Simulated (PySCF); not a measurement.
The numbers are results of TPSSh-D3(BJ)/def2-TZVP // B3LYP-D3(BJ)/def2-SVP run with PySCF, not measurements. Isolated molecules, 0 K electronic values unless said otherwise. One relaxed conformer stands for a flexible species; it need not be the lowest. Delta-SCF ions had no search for a lower state. Excitations are Tamm–Dancoff values on a coarser integration grid. The basis has no diffuse functions, so Rydberg states are missing or too high.

Reference species (SMILES): `Bc1cc(F)cc2cccc-2c1` (neutral, multiplicity 1).

```
Quantity                                        Value
-------------------------------------------  --------
HOMO                                         -5.64 eV
brightest of the four lowest singlets (TDA)   4.79 eV
vertical ionisation energy (Delta-SCF)        7.57 eV
T1 excitation (TDA)                           1.78 eV
```

After one change: the HOMO drops by 0.19 eV; the brightest of the four lowest singlets (TDA) goes up by 0.03 eV; the vertical ionisation energy (Delta-SCF) increases by 0.20 eV; the T1 excitation (TDA) increases by 0.50 eV.

Q: Name the change that produced these shifts. The new species is one of these.
A. `Bc1cc2cccc-2ccc1F`
B. `Bc1ccc2cc(F)cc-2cc1`
C. `Bc1cc(F)c2cccccc1-2`
D. `Bc1ccc2c(F)ccccc1-2`

A: D, `Bc1ccc2c(F)ccccc1-2`
